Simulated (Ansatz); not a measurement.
A nudged elastic band was laid between two geometries of F3H3OSi2 + FH (11 atoms, charge 0, multiplicity 1).

Computed with RKS LDA/def2-SVP (Ansatz 0.2.0).

```
movable images  : 5
climbing image  : yes
spring          : 5.0 eV/Å²
optimiser       : quadratic models (default)
start path      : through a guess of the saddle point
force threshold : 0.05 eV/Å
iteration limit : 60
end points      : relaxed
```

Initial state:

```xyz
11
Properties=species:S:1:pos:R:3
Si -0.220 0.266 0.051
O -0.966 0.389 1.458
Si -1.270 -0.442 2.893
H -1.904 -1.769 2.613
H -0.003 -0.568 3.686
H -2.232 0.441 3.634
F 1.347 -0.135 0.250
F -0.190 1.672 -0.688
F -0.842 -0.797 -0.950
F 0.406 -2.042 1.436
H 1.122 -1.501 1.110
```

Final state:

```xyz
11
Properties=species:S:1:pos:R:3
Si -0.029 -0.334 -0.084
O 0.187 -0.581 1.889
Si -1.143 -0.320 2.952
H -2.294 -1.212 2.608
H -0.580 -0.714 4.291
H -1.478 1.134 2.925
F 1.158 0.730 0.064
F -1.502 0.119 0.458
F -0.356 -0.176 -1.651
F 0.419 -1.884 -0.093
H 0.864 -1.245 2.132
```

(1) What changes between the two ends?

(2) What energy profile does the band end with?

(3) What is the geometry of the highest image?

(4) What are the harmonic wavenumbers there?

The band took 20 iterations and roughly 2 core-minutes.

## Answers

(1) Bonds broken: F10–H11. Bonds formed: Si1–F10, O2–H11. F3H3OSi2 + FH becomes F4H4OSi2.

(2) It converged. The highest image is number 2 of 0 to 6, 20.0 kJ/mol above the first end and 44.0 kJ/mol above the last; the last end lies 24.0 kJ/mol below the first. A vibrational analysis at the climbing image gives one clearly imaginary mode, 58i cm⁻¹: a first-order saddle point. The orbitals stay closed-shell, which can raise the energy where a bond breaks towards radicals; this wasn't checked here.

```csv
image,path coordinate (Å),energy (kJ/mol),F10–H11 (Å),Si1–F10 (Å),O2–H11 (Å)
0,0.00,0.0,0.96,2.76,2.84
1,1.37,10.7,0.95,2.70,2.64
2,2.75,20.0,0.95,2.68,1.69
3,3.86,12.4,0.97,2.26,1.59
4,4.98,-4.6,1.81,1.68,1.00
5,6.09,-12.5,2.11,1.64,0.98
6,7.21,-24.0,2.36,1.61,0.98
```

(3) 
```xyz
11
Properties=species:S:1:pos:R:3
Si -0.126 0.109 0.092
O -0.086 0.005 1.730
Si -1.307 -0.385 2.841
H -2.335 -1.221 2.135
H -0.636 -1.157 3.936
H -1.910 0.885 3.362
F 1.349 0.255 -0.470
F -0.923 1.435 -0.294
F -0.920 -1.093 -0.574
F 1.147 -2.029 1.076
H 0.994 -1.290 1.659
```

(4) 58i, 68, 78, 86, 99, 183, 228, 277, 328, 357, 404, 582, 614, 689, 711, 766, 869, 887, 897, 938, 1004, 1046, 1064, 2185, 2204, 2210, 3596 cm⁻¹.

Time of the run: 36 s on 4 threads of AMD EPYC 9R45 (Zen 5) (shared host), peak memory 0.2 GiB.
